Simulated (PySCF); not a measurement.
PySCF input file for HfF₄, SMILES [F][Hf]([F])([F])[F], multiplicity 1, C-PCM-M06-2X/def2-SVP. The structure is a stationary point at B3LYP-D3(BJ)/def2-SVP. The spin state was assumed, not searched. The isomer is the one that the SMILES or the coordinates give; other isomers of the formula were not compared. The def2 effective core potentials stand for the cores of Hf; spin–orbit coupling is left out.

```python
import numpy as np
from pyscf import gto, scf, dft
from pyscf.solvent import pcm

mol = gto.M(
    atom='''
    Hf    0.00000000    0.00000000    0.00000000
    F    -1.10357370    1.10357369   -1.10357370
    F     1.10357370    1.10357370    1.10357370
    F     1.10357370   -1.10357369   -1.10357369
    F    -1.10357369   -1.10357370    1.10357369
    ''',
    basis='def2-SVP',
    ecp={'Hf': 'def2-svp'},
    charge=0,
    spin=0,
    max_memory=1600,
    verbose=3,
)
mf = dft.RKS(mol, xc='m06-2x').density_fit(auxbasis='def2-universal-jkfit')
mf.grids.level = 4
mf.conv_tol = 1e-9
mf.max_cycle = 100
mf.kernel()
res = {}
for name, eps in {'water': 78.355, 'tetrahydrofuran': 7.4257, 'cyclohexanone': 15.619}.items():
    s = mf.PCM()
    s.with_solvent.method, s.with_solvent.eps, s.with_solvent.lebedev_order = 'C-PCM', eps, 29
    s.kernel(mf.make_rdm1())
    res[name] = (s.e_tot, eps, s.dip_moment(), s.mo_energy, s.converged)
    print(f'{name}: electrostatic solvation free energy {(s.e_tot - mf.e_tot) * 627.509474:.3f} kcal/mol')
```

Log of the run:

```
converged SCF energy = -447.174343202658

WARN: PCM is an experimental feature. It is still in testing.
Features and APIs may be changed in the future.

converged SCF energy = -447.191176903389
Dipole moment(X, Y, Z, Debye): -0.00000, -0.00000, -0.00000
water: electrostatic solvation free energy -10.563 kcal/mol

WARN: PCM is an experimental feature. It is still in testing.
Features and APIs may be changed in the future.

converged SCF energy = -447.18900120938
Dipole moment(X, Y, Z, Debye): -0.00000, -0.00000, -0.00000
tetrahydrofuran: electrostatic solvation free energy -9.198 kcal/mol

WARN: PCM is an experimental feature. It is still in testing.
Features and APIs may be changed in the future.

converged SCF energy = -447.19025850471
Dipole moment(X, Y, Z, Debye): -0.00000, -0.00000, -0.00000
cyclohexanone: electrostatic solvation free energy -9.987 kcal/mol
```

The run converged.
